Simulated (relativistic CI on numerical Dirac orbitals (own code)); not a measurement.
**One change at a time: La VI**

Base calculation: Dirac-Coulomb-Breit CI, KLI orbitals optimised for each configuration, model QED (radiative potential, 1s self-energy scaled to tabulated hydrogen-like ionisation energies), valence Slater integrals scaled by 0.85, P86 correlation energy added to each configuration.

CI space (outside the closed core [Kr] 4d10): 5s2.5p4, 5s.5p5, 5s2.5p3.5d, 5s2.5p3.4f, 5p6, 5s.5p4.5d, 5s2.5p3.5f, 5s2.5p2.4f.5d, 5s2.5p3.5g, 5s2.5p3.6s, 5s.5p4.4f, 5s2.5p3.6p, 5s.5p3.4f2, 5s2.5p2.5d2, 5s2.5p.5d3, 5s2.5p.4f.5d2, 5s.5p2.5d3, 5s2.5p.5d2.5f, 5s2.5p.5d2.5g. Double excitations out of closed p, d and f shells are left out; levels of such configurations are missing from the list, as are those of other unlisted configurations, and high levels can miss mixing partners. These lack a partner that the ground configuration has and come out too high: 5s2.5p3.6s, 5s.5p4.4f, 5s2.5p3.6p.

Variants: (1) self-excluded LDA correlation estimate; (2) no correlation estimate; (3) one mean potential for all configurations; (4) non-relativistic limit. Shifts of the energy above 5s2.5p4 3P_2, in cm⁻¹, for the lowest level and the first level of each name with at least 55 % of one term (blank where a level changes its place among those of its configuration and J or its character, or is not in the variant):

```csv
Level,Base,Δ(1),Δ(2),Δ(3),Δ(4)
5s2.5p4 3P_2,0.0,0.0,0.0,0.0,0.0
5s2.5p4 3P_0,12396.4,+2.8,-8.8,-45.0,-12396.4
5s2.5p4 3P_1,20099.8,-0.5,-2.7,-39.3,-20099.8
5s2.5p4 1D_2,28667.1,-7.4,+8.1,+61.4,-17694.8
5s2.5p4 1S_0,58544.1,+5.5,-22.1,-138.0,-28559.2
5s2.5p3.4f 5F_4,131396.1,-801.5,+1633.7,+5235.4,-32076.7
5s2.5p3.4f 5F_2,132056.2,-800.9,+1633.1,+5214.8,-32736.8
5s2.5p3.4f 5F_1,132541.2,-801.6,+1635.2,+5182.2,-33221.8
5s2.5p3.4f 5F_5,133404.0,-801.7,+1634.9,+5068.7,-34084.5
5s2.5p3.4f 3F_2,143845.1,-798.5,+1621.5,+5082.2,-35574.5
5s2.5p3.4f 3F_4,143909.9,-800.5,+1625.0,+5219.4,-35639.3
5s.5p5 3P°_2,154883.2,+91.3,-796.1,+185.1,-26700.9
5s2.5p3.4f 1P_1,156909.2,-800.3,+1629.5,+5182.6,
5s2.5p3.4f 3G_5,161117.2,-801.7,+1634.7,+4994.5,
```

At this charge configurations can still be misplaced by up to about 7 % of their energy. Levels and lines within the n = 5 or 6 shells can be off by up to 10 % or somewhat more, and those that change n by about 2 %, since core polarisation is missing. Levels that differ in their count of f electrons can be misplaced by several ten thousand cm⁻¹, since the correlation energy of f electrons is missing or only estimated; rates across such gaps can be off by orders of magnitude.

Ionisation energy from the two ground configurations alone: base 75.43 eV; self-excluded LDA correlation estimate 75.67 eV; no correlation estimate 74.07 eV. The NIST ASD value (theoretical) is 74 eV.

LS names give the leading component of a level, which can be under half, so a name can repeat, a term be missing and a line seem to break the LS rules.
